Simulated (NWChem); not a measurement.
Program: NWChem. System: H$_{2}$Cl$_{2}$Si, charge 0, spin multiplicity 1, at a geometry optimised with PBE0/def2-SVP. The structure started from a generated list of species. Level: G0W0@PBE/def2-TZVP, RI basis def2-tzvp-rifit.

Input file:

```
start mol
memory heap 200 mb stack 700 mb global 1700 mb
geometry units angstroms nocenter noautoz
  Si     0.000000     0.000000     0.768927
  Cl    -1.683952     0.000000    -0.410357
  Cl     1.683952     0.000000    -0.410357
  H      0.000000    -1.233025     1.593580
  H      0.000000     1.233025     1.593580
  symmetry group C2v
end
basis spherical
  * library def2-tzvp
end
basis "ri basis" bse spherical
  * library def2-tzvp-rifit
end
dft
  xc xpbe96 cpbe96
  iterations 100
  direct
  tolerances tight
end
task dft energy
gw
  states alpha occ 4 vir 2
end
task dft gw
```

Output (cleaned and shortened):

```
             Northwest Computational Chemistry Package (NWChem) 7.3.0
             --------------------------------------------------------

                                NWChem Input Module
                                -------------------

 Scaling coordinates for geometry "geometry" by  1.889725989
 (inverse scale =  0.529177249)

 Turning off AUTOSYM since
 SYMMETRY directive was detected!

                             Geometry "geometry" -> ""
                             -------------------------

 Output coordinates in angstroms (scale by  1.889725989 to convert to a.u.)

  No.       Tag          Charge          X              Y              Z
 ---- ---------------- ---------- -------------- -------------- --------------
    1 Si                  14.0000     0.00000000     0.00000000     0.76892700
    2 Cl                  17.0000    -1.68395200     0.00000000    -0.41035700
    3 Cl                  17.0000     1.68395200     0.00000000    -0.41035700
    4 H                    1.0000     0.00000000    -1.23302500     1.59358000
    5 H                    1.0000     0.00000000     1.23302500     1.59358000

 Effective nuclear repulsion energy (a.u.)     190.5729454024

            Nuclear Dipole moment (a.u.)
            ----------------------------
        X                 Y               Z
 ---------------- ---------------- ----------------
     0.0000000000     0.0000000000    -0.0000000000

      Symmetry information
      --------------------

 Group name             C2v
 Group number             16
 Group order               4
 No. of unique centers     3

      Symmetry unique atoms

     1    2    4


 Summary of "ao basis" -> "" (spherical)
 ------------------------------------------------------------------------------
       Tag                 Description            Shells   Functions and Types
 ---------------- ------------------------------  ------  ---------------------
 *                         def2-tzvp                  on all atoms

 new library libraries.bse/

 Summary of "ri basis" -> "" (spherical)
 ------------------------------------------------------------------------------
       Tag                 Description            Shells   Functions and Types
 ---------------- ------------------------------  ------  ---------------------
 *                      def2-tzvp-rifit               on all atoms

  pbe96 is a nonlocal functional; adding pw91lda local functional.

                                 NWChem DFT Module
                                 -----------------

 Summary of "ao basis" -> "ao basis" (spherical)
 ------------------------------------------------------------------------------
       Tag                 Description            Shells   Functions and Types
 ---------------- ------------------------------  ------  ---------------------
 Si                        def2-tzvp                13       37   5s5p2d1f
 Cl                        def2-tzvp                13       37   5s5p2d1f
 H                         def2-tzvp                 4        6   3s1p

 Summary of "ao basis" -> "ao basis" (spherical)
 ------------------------------------------------------------------------------
       Tag                 Description            Shells   Functions and Types
 ---------------- ------------------------------  ------  ---------------------
 Si                        def2-tzvp                13       37   5s5p2d1f
 Cl                        def2-tzvp                13       37   5s5p2d1f
 H                         def2-tzvp                 4        6   3s1p
[...]
    53      0.316857  2 Cl py                90      0.316857  3 Cl py
    56      0.203694  2 Cl py                93      0.203694  3 Cl py
   113      0.158276  4 H  s                119     -0.158276  5 H  s
    50      0.149852  2 Cl py                87      0.149852  3 Cl py
   114      0.146460  4 H  s                120     -0.146460  5 H  s

 Vector   26  Occ=0.000000D+00  E=-3.688027D-02  Symmetry=a1
              MO Center=  4.0D-14, -8.8D-15,  3.2D-01, r^2= 4.2D+00
   Bfn.  Coefficient  Atom+Function         Bfn.  Coefficient  Atom+Function
  ----- ------------  ---------------      ----- ------------  ---------------
    20      0.624019  1 Si pz                 5     -0.534432  1 Si s
     4     -0.520940  1 Si s                 55      0.360848  2 Cl px
    92     -0.360848  3 Cl px                17      0.357712  1 Si pz
    42      0.327694  2 Cl s                 79      0.327694  3 Cl s
     3      0.231493  1 Si s                 52      0.197068  2 Cl px

 Vector   27  Occ=0.000000D+00  E=-3.081866D-02  Symmetry=b1
              MO Center= -3.8D-14,  8.9D-16,  8.9D-01, r^2= 4.1D+00
   Bfn.  Coefficient  Atom+Function         Bfn.  Coefficient  Atom+Function
  ----- ------------  ---------------      ----- ------------  ---------------
    18      0.836132  1 Si px                15      0.432049  1 Si px
    42      0.368650  2 Cl s                 79     -0.368650  3 Cl s
    57      0.268446  2 Cl pz                94     -0.268446  3 Cl pz
    29     -0.163674  1 Si d  1              54      0.156957  2 Cl pz
    91     -0.156957  3 Cl pz                12      0.129237  1 Si px

 Vector   28  Occ=0.000000D+00  E= 3.845146D-03  Symmetry=a1
              MO Center=  1.4D-14,  2.2D-15,  1.1D+00, r^2= 4.4D+00
   Bfn.  Coefficient  Atom+Function         Bfn.  Coefficient  Atom+Function
  ----- ------------  ---------------      ----- ------------  ---------------
     5      1.461721  1 Si s                114     -1.197703  4 H  s
   120     -1.197703  5 H  s                 20      0.886496  1 Si pz
     4      0.596359  1 Si s                  3     -0.262931  1 Si s
    57     -0.217957  2 Cl pz                94     -0.217957  3 Cl pz
    17      0.190355  1 Si pz                30      0.113851  1 Si d  2

 center of mass
 --------------
 x =   0.00000000 y =   0.00000000 z =  -0.07517107

 moments of inertia (a.u.)
 ------------------
         129.784766759102           0.000000000000           0.000000000000
           0.000000000000         827.061660716591           0.000000000000
           0.000000000000           0.000000000000         719.163909907098

     Multipole analysis of the density
     ---------------------------------

     L   x y z        total         alpha         beta         nuclear
     -   - - -        -----         -----         ----         -------
     0   0 0 0     -0.000000    -25.000000    -25.000000     50.000000

     1   1 0 0     -0.000000     -0.000000     -0.000000      0.000000
     1   0 1 0     -0.000000     -0.000000     -0.000000      0.000000
     1   0 0 1      0.432825      0.216413      0.216413     -0.000000

     2   2 0 0    -30.171849   -187.235521   -187.235521    344.299193
     2   1 1 0      0.000000      0.000000      0.000000      0.000000
     2   1 0 1     -0.000000     -0.000000     -0.000000      0.000000
     2   0 2 0    -29.064847    -19.961693    -19.961693     10.858540
     2   0 1 1     -0.000000     -0.000000     -0.000000      0.000000
     2   0 0 2    -28.122656    -48.132556    -48.132556     68.142457

 Task  times  cpu:        5.1s     wall:        5.1s

                                NWChem Input Module
                                -------------------

                                 NWChem GW Module
                                 ----------------

                             ***********************
                             ***        GW       ***
                             ***********************

 Summary of "ri basis" -> "ri basis" (spherical)
 ------------------------------------------------------------------------------
       Tag                 Description            Shells   Functions and Types
 ---------------- ------------------------------  ------  ---------------------
 Si                     def2-tzvp-rifit             29      113   9s7p6d5f2g
 Cl                     def2-tzvp-rifit             29      113   9s7p6d5f2g
 H                      def2-tzvp-rifit              7       15   4s2p1d

                 Memory Information
                 ------------------
          Available GA per process is          1699.9 MBs
          Available stack per process is        700.0 MBs
          Available heap per process is           0.0 MBs

          Peak memory in Initialization
              Peak GA per process is                 10.4 MBs
              Peak stack per process is               0.1 MBs
              Peak heap per process is               11.0 MBs
              Memory not in MA per process            0.0 MBs

          Peak memory in AFF Calculation
              Peak GA per process is                 61.9 MBs
              Peak stack per process is              45.8 MBs
              Peak heap per process is                0.0 MBs
              Memory not in MA per process           45.8 MBs

          Computing 2-center integrals
          Computing Inverse Cholesky factor
          Computing 3-center integrals
          Computing V_xc ...

          Computing Sigma_x
          Computing RPA polarizability
          Solving quasiparticle equations

                  Alpha Orbitals
          State     Energy (eV)     Error (eV)
          -----------------------------------
@GW        22        -11.624           0.002
@GW        23        -11.515           0.002
@GW        24        -11.214           0.002
@GW        25        -11.027           0.002
@GW        26          1.992           0.002
@GW        27          2.012           0.002

   Applying  -3.2945 eV scissor-shift to rest of particle states

   Applying   2.9958 eV scissor-shift to rest of hole states

     GW Timing Statistics
   ------------------------
   Init.   :          0.0s
     ERIs  :          0.6s
     Distr.:          0.0s
     Vxc   :          0.1s
   Sigma_x :          0.0s
   RPA     :          1.6s
   Wmn     :          0.0s
   Sigma_c :          0.0s
   GW total:          2.5s

 Task  times  cpu:        2.5s     wall:        2.5s

 Total times  cpu:        7.6s     wall:        7.6s
```
